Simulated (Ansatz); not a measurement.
Molecule: sum formula BNH3 (charge 0, doublet). It need not be the lowest isomer of its formula. 
Geometry from a B3LYP-D3(BJ)/def2-TZVP (Ansatz, an electronic-structure program) optimisation:
SMILES: [BH]N
```xyz
5

B     -0.8557    -0.0049    -0.0224
N      0.5158    -0.1008     0.0086
H     -1.4780     1.0104     0.0090
H      1.1355     0.6983     0.0620
H      1.0102    -0.9785    -0.0196
```
Charge 0, spin multiplicity 2.

Basis-set convergence of Hartree-Fock and CCSD(T) correlation energies (hartree) with Ansatz. Correlated levels leave the core frozen unless marked. Open shells are spin-unrestricted. Spin-orbit coupling is left out. Non-relativistic.

```csv
basis,functions,E(HF),"E(corr, CCSD(T))"
cc-pVDZ,43,-80.85962,-0.26952
cc-pVTZ,102,-80.88542,-0.32760
cc-pVQZ,200,-80.89150,-0.34570
```

Extrapolating the two largest sets (X = 3 and 4) as X^-3: E(corr) = (64·(-0.34570) - 27·(-0.32760))/37 = -0.3589 Eh, an estimate of the basis-set limit. The largest set recovers 96.3 % of it, the smallest 75.1 %.
